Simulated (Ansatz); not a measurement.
Basis sets compared for trans-ZnCl2(NH3)4 (ZnN₄Cl₂H₁₂). Charge 0, multiplicity 1. Geometry PBE0-D4/def2-SVP. Ansatz on 4 threads of Arm Neoverse V2 on a shared host; times are rough, and most runs start from earlier orbitals.

```xyz
19

Cl    0.060   -1.531   -1.852
Cl   -0.051    1.538    1.848
N     0.159    1.830   -1.234
N    -0.161   -1.842    1.225
N     2.201   -0.219   -0.024
N    -2.204    0.227    0.036
Zn   -0.002   -0.002    0.002
H     1.000    1.929   -1.798
H     0.183    2.499   -0.459
H    -0.629    2.048   -1.841
H    -1.012   -1.964    1.769
H     0.617   -2.054    1.846
H    -0.158   -2.501    0.441
H     2.740    0.619   -0.233
H     2.255   -0.866   -0.815
H     2.630   -0.646    0.795
H    -2.750   -0.595    0.283
H    -2.637    0.629   -0.793
H    -2.241    0.901    0.806
```

Another isomer (singlet) lies 0.07 eV lower at PBE-D4/def2-SVP; other spin states weren't run for this one.

Binding counts from free atoms (Cl doublet, N quartet, Zn singlet, H doublet) in the same basis, without a counterpoise term.

| level | functions | energy (Eh) | HOMO (eV) | LUMO (eV) | binding per atom (eV) | wall time |
| --- | --- | --- | --- | --- | --- | --- |
| PBE-D4/def2-SVP | 183 | -2924.5679 | -4.60 | -0.21 | 3.25 | 2.7 s |
| PBE0-D4/def2-SVP | 183 | -2924.7091 | -6.07 | 0.64 | 3.20 | 4.3 s |

(1) Estimate the rows for PBE-D4/def2-TZVP (with forces), PBE0-D4/def2-TZVP.

## Answers

(1) 
```tsv
level	functions	energy (Eh)	HOMO (eV)	LUMO (eV)	binding per atom (eV)	wall time
PBE-D4/def2-TZVP (with forces)	318	-2925.4207	-5.21	-0.84	3.22	6.5 s
PBE0-D4/def2-TZVP	318	-2925.5395	-6.60	-0.02	3.17	13 s
```
